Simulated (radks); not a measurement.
Results of a calculation; reference values are marked as such.
Task: Valence configurations of K (all share [Ar]). Level of theory: non-relativistic Kohn-Sham, PBE, spin-unpolarised, spherical densities, point nucleus (a radial shooting solver on a logarithmic mesh with Libxc functionals). Order these by energy: 3d1; 4p1; 3d0.5 4s0.5; 4s1; 4s0.5 4p0.5.

Result: From the lowest, in eV above it: 4s1 0.000; 4s0.5 4p0.5 0.758; 3d0.5 4s0.5 1.207; 4p1 1.535; 3d1 2.431. NIST lists [Ar] 4s1 as the ground configuration; this level of theory agrees among the configurations tried. The energies are those of spherical spin-averaged densities, not of single terms.
